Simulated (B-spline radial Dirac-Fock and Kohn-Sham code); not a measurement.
Two-hole binding energies of Ga⁵⁺

System: the Ga⁵⁺ ion, configuration [Ar] 3d8.

Level of theory: Dirac-Fock energy differences between relaxed states, corrected for Breit and QED terms; a radial B-spline solver. U is the two-hole binding energy less the two single-hole energies, the effective repulsion of the holes after relaxation. Each two-hole energy is an average over J within one jj subconfiguration.

| holes | E(a) (eV) | E(b) (eV) | E(ab) (eV) | U (eV) |
| --- | --- | --- | --- | --- |
| 1s⁻² | 10471.8 | 10471.8 | ? | ? |
| 1s⁻¹ 2p3/2⁻¹ | 10471.8 | 1221.6 | 11813.5 | 120.2 |
| 1s⁻¹ 3p1/2⁻¹ | 10471.8 | 205.4 | 10716.5 | 39.4 |
| 1s⁻¹ 3p3/2⁻¹ | 10471.8 | 201.6 | 10712.0 | 38.7 |
| 2s⁻² | 1410.2 | 1410.2 | 2897.1 | 76.7 |
| 2s⁻¹ 2p1/2⁻¹ | 1410.2 | 1248.7 | 2729.4 | 70.6 |
| 2s⁻¹ 2p3/2⁻¹ | 1410.2 | 1221.6 | 2701.7 | 69.9 |
| 2p1/2⁻² | 1248.7 | 1248.7 | 2589.1 | 91.7 |
| 2p3/2⁻² | 1221.6 | 1221.6 | 2528.9 | 85.7 |
| 2s⁻¹ 3p1/2⁻¹ | 1410.2 | 205.4 | 1650.8 | 35.2 |
| 2s⁻¹ 3p3/2⁻¹ | 1410.2 | 201.6 | 1646.7 | 34.9 |
| 2p3/2⁻¹ 3s⁻¹ | 1221.6 | 259.5 | 1516.6 | 35.5 |
| 3p1/2⁻² | 205.4 | 205.4 | 442.1 | 31.3 |
| 3p1/2⁻¹ 3p3/2⁻¹ | 205.4 | 201.6 | 436.2 | 29.2 |

Q: Give the missing two-hole energy and U.

A: E(ab) = 21398.2 eV and U = 454.7 eV.

Run: 28 s of CPU time on 1 thread of Neoverse-V1 (shared host), peak memory 0.37 GiB.

Values without a named source are computed, but for edge energies of neutral atoms, which are taken from tables.
